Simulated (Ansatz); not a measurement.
`N#[C][GaH][OH]`: the same geometry under several functionals.

```yaml
crystal:
  periodic: [false, false, false]
  atoms:
    - {symbol: N, position_ang: [1.581260, -1.868952, 1.348503]}
    - {symbol: C, position_ang: [1.011311, -1.082190, 0.728387]}
    - {symbol: Ga, position_ang: [0.131463, 0.248209, -0.366492]}
    - {symbol: O, position_ang: [-1.523645, 0.548869, 0.185299]}
    - {symbol: H, position_ang: [0.803664, 0.950589, -1.569570]}
    - {symbol: H, position_ang: [-2.004043, 1.203476, -0.326126]}
basis:
  gaussian: {orbitals: def2-TZVPP}
hamiltonian: {xc: {name: wB97X-V}}
output: {orbitals: {seedname: orbitals}}
```

```sh
$ ansatz run in.yaml --threads 2 --pin off --events-out ev --progress --plain --max-ram 4352MiB
```

It prints (some lines left out):

```
Functional definition: wB97X-V
1007 factors; their error is unknown
219 factors; integrals over basis functions are off by at most 7.8e-6 eV
mean field evaluation 1: about -56972.6244 eV, gradient 6.6e1 eV
mean field evaluation 2: about -56967.3253 eV, gradient 8.9e1 eV
mean field evaluation 4: about -56980.2746 eV, gradient 2.3e0 eV
mean field evaluation 8: about -56980.2896 eV, gradient 6.1e-2 eV
mean field evaluation 16: about -56980.4188 eV, gradient 5.2e-5 eV
mean field -56980.41881233 eV, -2093.9917686382 hartree, gradient 5.2e-5 eV, S^2 0.000000; 0 other end points of the search recorded, 0 dependent functions left out
reference -56980.41881055 eV, -2093.9917685725 hartree; 27, 27 occupied and 142, 142 virtual orbitals, 1007 factors
Total energy: -56980.41881055 eV, -2093.9917685725 hartree
```

It took 9.5 s on 2 threads of an AMD EPYC 7R43 on a shared host, with 0.44 GiB of host memory at the peak.

Changing it to `hamiltonian: {xc: {name: r2SCAN0}, dispersion: d4}` (abridged; 6.5 s):

```
Functional definition: r2SCAN0
mean field evaluation 16: about -56982.4842 eV, gradient 5.6e-5 eV
mean field -56982.48422490 eV, -2094.0676711499 hartree, gradient 5.6e-5 eV, S^2 0.000000
Total energy: -56982.51368396 eV, -2094.0687537506 hartree
```

The same input with `hamiltonian: {xc: {name: wB97M-V}}` and forces (abridged; 13 s):

```
Functional definition: wB97M-V
mean field evaluation 16: about -56982.6572 eV, gradient 5.8e-5 eV
mean field -56982.65721590 eV, -2094.0740284521 hartree, gradient 5.8e-5 eV, S^2 0.000000
Total energy: -56982.65725938 eV, -2094.0740300499 hartree
Atom 0 force    -0.119950     0.162643    -0.126956 eV/Å
Atom 1 force     0.137545    -0.194779     0.155656 eV/Å
Atom 2 force     0.111816     0.082731    -0.161642 eV/Å
Atom 3 force    -0.060904     0.058115    -0.033762 eV/Å
Atom 4 force    -0.063642    -0.070195     0.119268 eV/Å
Atom 5 force    -0.004865    -0.038516     0.047436 eV/Å
Dipole moment:    -0.274105     0.688065    -0.664900 e Å
```

With the line `hamiltonian: {xc: {name: revPBE}, dispersion: d4}` (abridged; 3.2 s):

```
Functional definition: revPBE
mean field evaluation 16: about -56981.5729 eV, gradient 8.7e-5 eV
mean field -56981.57292876 eV, -2094.0341816344 hartree, gradient 8.7e-5 eV, S^2 0.000000
Total energy: -56981.86880164 eV, -2094.0450547624 hartree
```

The same input with `hamiltonian: {xc: hse06, dispersion: d4}` (abridged; 5 s):

```
Functional definition: HSE06
mean field -56974.31055359 eV, -2093.7672942696 hartree, gradient 7.5e-5 eV, S^2 0.000000
Total energy: -56974.39455946 eV, -2093.7703814286 hartree
```

The same input with `hamiltonian: {xc: {name: B2PLYP}}` (abridged; 7.5 s):

```
Functional definition: B2PLYP
mean field evaluation 16: about -56966.4985 eV, gradient 6.0e-4 eV
mean field -56966.49847373 eV, -2093.4802056302 hartree, gradient 3.0e-6 eV, S^2 0.000000
12 core orbitals not correlated: weight in the atoms' cores, before any rotation towards them, 1.000 or more for the frozen orbitals, at most 0.000 for the correlated occupied ones
second order -26.92000022 eV of doubles, -0.00000000 eV of singles
Total energy: -56973.76702133 eV, -2093.7473198276 hartree
```

HSE06 is the plane-wave form, built on full-range PBE exchange.
